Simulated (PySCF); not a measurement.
FH4N2NbS, SMILES [NH2][Nb]([NH2])([F])=[S], multiplicity 1.

Geometry: B3LYP-D3(BJ)/def2-SVP. The multiplicity is an assumed one; other spin states were not compared. The def2 effective core potentials stand for the cores of Nb; spin–orbit coupling is left out. One conformer was computed; it need not be the lowest.

Calculation: CAM-B3LYP/def2-TZVP (PySCF).

Symmetry labels are those of the subgroup Cs that the program uses (full group Cs).

**Question.** List the valence orbital energies around the gap with their symmetry. (An estimate is asked for; the answer gives what the named calculation found.)

**Answer.** 
| orbital | symmetry | energy (eV) |
|---|---|---|
| HOMO−7 | A' | -13.60 |
| HOMO−6 | A' | -13.15 |
| HOMO−5 | A" | -12.90 |
| HOMO−4 | A' | -10.26 |
| HOMO−3 | A' | -9.85 |
| HOMO−2 | A" | -9.41 |
| HOMO−1 | A" | -8.93 |
| HOMO | A' | -8.86 |
| LUMO | A" | -0.78 |
| LUMO+1 | A' | -0.59 |
| LUMO+2 | A' | 0.11 |
| LUMO+3 | A' | 0.34 |
